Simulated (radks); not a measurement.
Spherical quantum dot in the effective-mass picture: electrons in a hard-walled sphere of radius 1.47, all in effective atomic units (hartree* = m*/eps^2 hartree, bohr* = eps/m* bohr), one dielectric constant everywhere. Calculated with a radial shooting solver with Libxc functionals: non-relativistic Kohn-Sham, PBE, spin-polarised, spherical densities. Levels are named by radial order and angular momentum (1s, 1p, 1d, 2s, ...), and open shells are averaged over m. Results are scaled to m* = 0.039 and eps = 15.3, for which hartree* = 4.533 meV and bohr* = 20.76 nm.

N = 8, configuration 1s2 1p6. This is the lowest configuration that the search found. Occupied and some empty levels:

level  occupation  eigenvalue (meV)  <r> (nm)
1s              2            44.205     16.77
1p              6            53.090     18.93
1d              0            65.470     20.31
2s              0            75.633     14.72
1f              0            80.929     21.31

Energy (meV): total 268.553, kinetic 151.12, external 0, Hartree 147.46, exchange-correlation -30.029.

Electron density:

r (nm)  n(r) (e/nm^3)
1.52       0.00006449
3.05       0.00007094
4.57       0.00008119
6.10       0.00009439
7.62        0.0001094
9.14        0.0001249
10.7        0.0001392
12.2        0.0001508
13.7        0.0001580
15.2        0.0001596
16.8        0.0001547
18.3        0.0001430
19.8        0.0001250
21.3        0.0001020
22.9       0.00007670
24.4       0.00005133
25.9       0.00002954
27.4       0.00001296
29.0        3.188e-06
30.5        4.627e-09
